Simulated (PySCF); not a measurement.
## SnH₂ to SnH₄: adding ligands

Level: PBE0 in the def2-TZVP basis family, computed in PySCF with density fitting; scalar-relativistic core potentials for atoms from Rb on, none lighter, no spin–orbit coupling; open shells unrestricted.

Each entry is the lowest minimum that a search over a few typed start shapes (and spin states, where more than one is plausible) found, or that minimum re-optimised at the stated level; isomers with ligand–ligand bonds, or fragments after loss of a ligand pair, can lie lower.

```
molecule  2S+1  point group  mean bond to Sn (Å)  dipole (D)  highest ω (cm⁻¹)  gap (eV)  lowest ω (cm⁻¹)
    SnH₂     ?            ?                    ?           ?                 ?         ?                ?
    SnH₃     2          C3v                1.715        0.29              1911         –              637
    SnH₄     1           Td                1.704        0.00              1962      9.85              685
```

(1) Fill in the row of SnH₂.

## Answers

(1) 2S+1: 1; point group: C2v; mean bond to Sn (Å): 1.773; dipole (D): 0.72; highest ω (cm⁻¹): 1736; gap (eV): 3.65; lowest ω (cm⁻¹): 791.

The bond shortens at every step; the largest change, -0.058 Å, falls between SnH₂ and SnH₃ among the members listed.

The shape changes along the series: C2v for SnH₂; C3v for SnH₃; Td for SnH₄.

Left out of the table are members whose search was unfinished or whose lowest solution was spin-contaminated, unstable, very soft or bonded differently.
